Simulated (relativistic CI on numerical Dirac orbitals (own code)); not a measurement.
# Energy levels of Fe2+

Method of calculation: Dirac-Coulomb-Breit CI, KLI orbitals optimised for each configuration, model QED, valence Slater integrals scaled by 0.85, P86 correlation energy added to each configuration (own radial code, finite nucleus).

Configuration list (outside the closed core [Ne] 3s2): 3p⁶3d⁶, 3p⁶3d⁵4s, 3p⁶3d⁵4p, 3p⁶3d⁴4s², 3p⁶3d⁵4d, 3p⁶3d⁵5s, 3p⁶3d⁵5p, 3p⁶3d⁴4s4p, 3p⁶3d⁵4f, 3p⁶3d⁵5d, 3p⁶3d⁵5g, 3p⁵3d⁷. Levels of other configurations are missing.

```
No.  Configuration  Term  J  E (cm⁻¹)    %  Next component (%)
 41      3d⁵(4P)4s    ⁵P  2   65943.6   95                5 ⁵D
 42      3d⁵(4P)4s    ⁵P  1   66017.4   98                2 ⁵D
 43      3d⁵(4D)4s    ⁵D  4   68695.9   99                    
 44      3d⁵(4D)4s    ⁵D  0   68754.2   99                    
 45      3d⁵(4D)4s    ⁵D  1   68798.1   97                2 ⁵P
 46      3d⁵(4D)4s    ⁵D  3   68848.0   95                5 ⁵P
 47      3d⁵(4D)4s    ⁵D  2   68850.7   95                5 ⁵P
 48      3d⁵(4G)4s    ³G  5   69290.2  100                    
 49      3d⁵(4G)4s    ³G  3   69325.6   99                    
 50      3d⁵(4G)4s    ³G  4   69325.8   99                    
 51      3d⁵(4P)4s    ³P  2   73962.9   93                6 ³D
 52      3d⁵(4P)4s    ³P  1   74083.7   96                3 ³D
 53      3d⁵(4P)4s    ³P  0   74177.6   99                    
 54      3d⁵(2I)4s    ³I  7   76161.6  100                    
 55      3d⁵(2I)4s    ³I  6   76173.4  100                    
 56      3d⁵(2I)4s    ³I  5   76192.8   99                    
 57      3d⁵(4D)4s    ³D  3   76762.4   99                    
 58      3d⁵(4D)4s    ³D  1   76889.9   96                3 ³P
 59      3d⁵(4D)4s    ³D  2   76918.5   94                5 ³P
 60         3p⁶3d⁶    ¹D  2   78389.1   99                    
 61      3d⁵(6S)4p   ⁷P°  2   79282.9  100                    
 62      3d⁵(6S)4p   ⁷P°  3   79586.0   99               1 ⁵P°
 63      3d⁵(6S)4p   ⁷P°  4   80040.6  100                    
 64      3d⁵(2I)4s    ¹I  6   80179.1   99                1 ³H
 65      3d⁵(4F)4s    ⁵F  2   81563.7   51               41 ³D
 66      3d⁵(4F)4s    ⁵F  1   81576.1   66               33 ³D
 67      3d⁵(2D)4s    ³D  3   81618.9   50               36 ⁵F
 68      3d⁵(4F)4s    ⁵F  5   81869.8   99                1 ³G
 69      3d⁵(4F)4s    ⁵F  4   81906.5   99                1 ³F
 70      3d⁵(4F)4s    ⁵F  3   82088.5   62               22 ³D
```

Energies count from the lowest computed level; ° marks odd parity. Percentages are summed over parent terms; the parents shown are those of the largest component, closed shells are left out there.

The mean weight of the leading LS term, summed over parents, in these 30 levels is 93 %, and that of the leading jj configuration (from the same eigenvectors) 51 %, so LS coupling describes them better.

For a near-neutral ion this model can misplace configurations by up to about 10,000 cm⁻¹ (more where the count of f electrons changes) and terms by 10 to 25 % of their spread. Rates follow the energies as ν³ (E1, M1) or ν⁵ (E2), so they and the lifetimes can be off by large factors. The fine structure of a lone outer electron comes out too small, for d and f at times inverted, and misplaced configurations move strength between like terms. 66 of the 69 excited levels that our extract of the measured tables holds in this range could be paired (the sources list more); they are missed by 1154 cm⁻¹ on average and 3679 at most, and levels without a partner can miss by more.
